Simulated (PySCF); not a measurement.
PySCF job for CH5Si, SMILES [CH2][SiH3], multiplicity 2, C-PCM-B3LYP/def2-SVP. Coordinates come from a ωB97X-D3(BJ)/def2-TZVP optimisation. The isomer is the one that the SMILES or the coordinates give; other isomers of the formula were not compared.

```python
import numpy as np
from pyscf import gto, scf, dft
from pyscf.solvent import pcm

mol = gto.M(
    atom='''
    C     1.26948418   -0.00376897   -0.00000000
    Si   -0.57417440   -0.00154885   -0.00000000
    H     1.85420512    0.01622057   -0.91431305
    H     1.85420512    0.01622056    0.91431306
    H    -1.11051780    1.38733982    0.00000001
    H    -1.08817797   -0.68774164   -1.21208715
    H    -1.08817797   -0.68774165    1.21208714
    ''',
    basis='def2-SVP',
    charge=0,
    spin=1,
    max_memory=1600,
    verbose=3,
)
mf = dft.UKS(mol, xc='b3lyp').density_fit(auxbasis='def2-universal-jkfit')
mf.grids.level = 3
mf.conv_tol = 1e-9
mf.max_cycle = 100
mf.kernel()
fine, coarse = mf.grids, dft.Grids(mol).set(level=1).build(with_non0tab=True)
for _ in range(3):  # follow internal instabilities
    mf.grids = coarse
    mo, _, stable, _ = mf.stability(return_status=True, nroots=4)
    mf.grids = fine
    if stable:
        break
    mf.kernel(mf.make_rdm1(mo, mf.mo_occ))
res = {}
for name, eps in {'water': 78.355, '2-propanol': 19.264, 'chlorobenzene': 5.6968}.items():
    s = mf.PCM()
    s.with_solvent.method, s.with_solvent.eps, s.with_solvent.lebedev_order = 'C-PCM', eps, 29
    s.kernel(mf.make_rdm1())
    res[name] = (s.e_tot, eps, s.dip_moment(), s.mo_energy, s.converged)
    print(f'{name}: electrostatic solvation free energy {(s.e_tot - mf.e_tot) * 627.509474:.3f} kcal/mol')
```

Log of the run:

```

WARN: HOMO -0.220626239931909 >= LUMO -0.220626239931908

converged SCF energy = -330.437332954838  <S^2> = 0.7535745  2S+1 = 2.0035713
<class 'pyscf.df.df_jk.DFUKS'> wavefunction is stable in the internal stability analysis

WARN: PCM is an experimental feature. It is still in testing.
Features and APIs may be changed in the future.

converged SCF energy = -330.438203561426  <S^2> = 0.753527  2S+1 = 2.0035239
Dipole moment(X, Y, Z, Debye):  0.81163,  0.04448,  0.00000
water: electrostatic solvation free energy -0.546 kcal/mol

WARN: PCM is an experimental feature. It is still in testing.
Features and APIs may be changed in the future.

converged SCF energy = -330.438165812901  <S^2> = 0.75352913  2S+1 = 2.003526
Dipole moment(X, Y, Z, Debye):  0.80309,  0.04414,  0.00000
2-propanol: electrostatic solvation free energy -0.523 kcal/mol

WARN: PCM is an experimental feature. It is still in testing.
Features and APIs may be changed in the future.

converged SCF energy = -330.43804862764  <S^2> = 0.7535357  2S+1 = 2.0035326
Dipole moment(X, Y, Z, Debye):  0.77719,  0.04308,  0.00000
chlorobenzene: electrostatic solvation free energy -0.449 kcal/mol
```

The run converged.

Cost: roughly 50 core-seconds.
